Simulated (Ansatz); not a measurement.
`[CH3][AlH][O][SiH](F)F` + `C[SiH2]OC(C)=O` → `CC(=O)O[SiH](F)F` + `[CH3][AlH][O][SiH2]C`  (redistribution)

Calculated with Ansatz (gas phase, PBE0-D4/def2-TZVP geometries, no zero-point term in ΔE). CCSD(T)/CBS adds triple-zeta CCSD(T) − MP2 to the extrapolated MP2 energy (def2 sets, frozen cores). Functionals use def2-TZVPP. B3LYP here is the variant with VWN-RPA as its local correlation; programs differ in this. One conformer a species, not always the lowest.

| level | ΔE (kJ/mol) | difference from CCSD(T)/CBS |
| --- | --- | --- |
| PBE0-D4 | 23.5 | -0.6 |
| B3LYP-D4 | 23.2 | -0.9 |
| ωB97X-V | 23.5 | -0.6 |
| PBE0 | 24.7 | 0.6 |
| B3LYP | 25.0 | 0.9 |
| HF/def2-TZVPP | 24.4 | 0.3 |
| MP2/def2-TZVPP | 23.5 | -0.6 |
| HF/def2-QZVPP | 24.5 | 0.4 |
| MP2/def2-QZVPP | 24.1 | 0.0 |
| CCSD/CBS(def2) | 24.3 | 0.2 |
| CCSD(T)/CBS | 24.1 | 0 |

Largest T1 diagnostic among the species: 0.014.
